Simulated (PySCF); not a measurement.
## Correlation energy of Pt³⁺ (platinum, charge +3)

Starting occupation: [Xe] 4f14 5d6 6p1, 5d3/2 with m_j = +3/2, 5d5/2 with m_j = -3/2, -1/2, +1/2, +3/2, +5/2, 6p3/2 with m_j = +3/2. All numbers are calculated (PySCF 2.14, X2C-1e with screened-nucleus spin-orbit coupling, Gaussian nucleus, in x2c-TZVPall-2c with one added diffuse shell each of s, p, d type (12s12p11d2f, 117 functions)). Frozen: [Kr] 4d10 4f14; 15 electrons correlated; the 34 highest virtual spinors left out.

MP2 pair energies summed by pair of shells (mhartree):

```json
{"pair": "5d-5p", "energy": "-86.86", "share (%)": "35.8"}
{"pair": "5d-5d", "energy": "-59.19", "share (%)": "24.4"}
{"pair": "5p-5p", "energy": "-40.74", "share (%)": "16.8"}
{"pair": "5d-6p", "energy": "-19.30", "share (%)": "8.0"}
{"pair": "5p-5s", "energy": "-14.23", "share (%)": "5.9"}
{"pair": "5d-5s", "energy": "-10.60", "share (%)": "4.4"}
{"pair": "5p-6p", "energy": "-8.16", "share (%)": "3.4"}
{"pair": "5s-5s", "energy": "-2.79", "share (%)": "1.2"}
{"pair": "5s-6p", "energy": "-0.41", "share (%)": "0.2"}
```

Total MP2 correlation energy: -242.29 mhartree.

The GHF reference relaxed away from the jj start to a determinant that is no pure jj level (⟨S²⟩ = 8.20, ⟨J²⟩ = 35.78); the energies belong to that determinant.

This basis was not built for core-valence correlation, so the inner-shell part is incomplete.
